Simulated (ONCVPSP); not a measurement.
## Configuration tests for N (Z = 7) (ONCV)

N (Z = 7), optimised norm-conserving Vanderbilt (ONCV), made with ONCVPSP 4.0.1 (PBE, fully relativistic). Core [He], reference 2s2 2p3. Waves: 2s: rc 0.90 bohr, ncon 4, nbas 7, qcut 8.6 1/bohr, local; 2p: rc 2.00 bohr, ncon 4, nbas 9, qcut 7 1/bohr, 3 projectors, debl 1.6 Ha; d scattering state at 0.29 Ha: rc 1.60 bohr, ncon 3, nbas 8, qcut 5.8 1/bohr, 3 projectors, debl 1.4 Ha. Local part: the s channel. Core correction: polynomial model core, fcfact 0.6.

Open shells are filled in proportion to 2j + 1.

Energies are relative to the spin-unpolarised reference configuration 2s2 2p3; without spin polarisation the order of configurations can differ from experiment.

```tsv
valence configuration	charge	ΔE all-electron (eV)	error AE − PS (meV)
2s2 2p1	+2	42.445	+446
2s2 2p0	+3	89.527	+1693
2s1 2p4	0	11.507	-5.6
```

Task: What are ΔE and the potential's error for 2s2 2p2?

Result: ΔE = 13.591 eV all-electron; the error (AE − PS) is +56 meV.
